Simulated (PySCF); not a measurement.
1,1,2-trichloroprop-1-ene (C₃H₃Cl₃), SMILES ClC(=C(Cl)Cl)C. Atoms are numbered in the order given.

```xyz
9

C     -2.0631     0.8813     0.0000
C     -0.5811     0.6829     0.0000
Cl     0.3558     2.1531     0.0000
C      0.0662    -0.5129     0.0000
Cl    -0.8008    -2.0215     0.0000
Cl     1.7865    -0.6696     0.0000
H     -2.5929    -0.0879     0.0000
H     -2.3727     1.4628     0.8931
H     -2.3727     1.4628    -0.8931
```
Charge 0, spin multiplicity 1.

Coordinates come from a PBE-D3(BJ)/def2-SVP optimisation.

Two levels are set side by side: PBE/pcSseg-1 (PySCF) and KT2/pcSseg-1 (PySCF). GIAO shifts against HCl (³⁵Cl), TMS (¹H), TMS (¹³C) at the same level; non-relativistic, no solvent, atoms listed together averaged. Without spin–orbit terms, shifts of atoms bonded to Cl or Br come out too high at both levels. Differences are taken from unrounded values.

| quantity | KT2 | PBE | PBE minus KT2 |
|---|---|---|---|
| δ(¹³C) of C1 (ppm) | 29.1 | 29.5 | 0.3 |
| δ(¹³C) of C2 (ppm) | 137.1 | 144.2 | 7.1 |
| δ(³⁵Cl) of Cl3 (ppm) | 299.9 | 317.9 | 18.1 |
| δ(¹³C) of C4 (ppm) | 132.3 | 140.3 | 7.9 |

Rough cost on one machine, each run with all the roots and properties that it gave: KT2 against PBE within a factor of 2.
